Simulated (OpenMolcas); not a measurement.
Ionisation energies of silver

```json
{"Program": "OpenMolcas", "Basis": "ANO-R3 [8s6p5d3f2g1h]", "Scalar Hamiltonian": "X2C, finite nucleus", "Spin-orbit coupling": "state interaction with AMFI integrals over the reference wave functions, term energies averaged over their components"}
```

Active shells in each charge state: the valence d shell, with orbitals averaged over the low states. Where CASPT2's correlated closed shells are named, they are those of the first ion.

A. CASSCF
B. SS-CASPT2, IPEA 0.25 Eh, imaginary shift 0.1 Eh (closed shells correlated: 4s 4p)
C. SS-CASPT2, IPEA 0 Eh, imaginary shift 0.1 Eh (closed shells correlated: 4s 4p)
D. SS-CASPT2, IPEA 0.25 Eh, imaginary shift 0.1 Eh (closed shells correlated: none)
E. SS-CASPT2, IPEA 0.25 Eh, imaginary shift 0.1 Eh (closed shells correlated: 3d 4s 4p)

Energies in eV between the lowest computed levels, named as in B; reference values from the NIST Atomic Spectra Database with their kind.

```
           From               To        A        B        C        D        E  Spin-orbit share in B                Reference
Ag2+ 4d9 2D 5/2     Ag3+ 4d8 3F4   32.897   34.734   34.632   34.858   34.711                 -0.138  34.800 (semi-empirical)
   Ag3+ 4d8 3F4  Ag4+ 4d7 4F 9/2   48.555   50.159   50.087   50.230   50.131                 -0.026     49.000 (theoretical)
Ag4+ 4d7 4F 9/2     Ag5+ 4d6 5D4   65.385   66.856   66.850   66.842   66.826                 +0.112     65.000 (theoretical)
   Ag5+ 4d6 5D4  Ag6+ 4d5 6S 5/2   81.925   83.460   83.418   83.355   83.436                 +0.276     82.000 (theoretical)
Ag6+ 4d5 6S 5/2     Ag7+ 4d4 5D0  106.023  106.929  106.997  106.774  106.883                 -0.470    106.000 (theoretical)
   Ag7+ 4d4 5D0  Ag8+ 4d3 4F 3/2  124.712  125.714  125.775  125.371  125.677                 -0.196    125.000 (theoretical)
```

The lowest level within the active space need not be the ion's true ground level.
